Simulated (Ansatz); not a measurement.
Te2Se3. The state is a quintet with charge 0. Geometry PBE-D4/def2-SVP; atoms count from 1.

Cartesian coordinates in Å:
```
Se -1.6100 1.0613 0.9666
Se -1.2324 0.4192 -1.7197
Se 1.6877 -0.8766 0.4470
Te 0.2569 0.2413 2.4302
Te 0.8978 -0.8452 -2.1242
```

In the def2 sets Te takes a core potential; there is no spin–orbit coupling. At PBE0-D4/def2-TZVP a singlet of charge 0 lies 2.20 eV below the quintet, each at its own geometry. The structure comes from a short search, and lower isomers may exist.

Problem. Estimate the Mulliken populations from the PBE0/def2-TZVP orbitals of Ansatz.

Solution. 
| atom | charge (e) | spin (α − β) |
| --- | --- | --- |
| Se1 | -0.11 | 0.81 |
| Se2 | -0.11 | 0.81 |
| Se3 | -0.15 | 0.66 |
| Te4 | 0.19 | 0.86 |
| Te5 | 0.19 | 0.86 |
Mulliken values depend strongly on the basis.

Problem. Where does the spin sit?

Solution. Summed by element: Se 2.29, Te 1.71, of 4 unpaired in all. Largest on single atoms: Te5 0.86, Te4 0.86, Se2 0.81.

Problem. And the Mayer bond orders between heavy atoms (over 0.3)?

Solution. Se1–Se2 0.63 (2.79 Å); Se1–Te4 1.39 (2.51 Å); Se2–Te5 1.39 (2.51 Å); Se3–Te4 0.99 (2.69 Å); Se3–Te5 0.99 (2.69 Å).
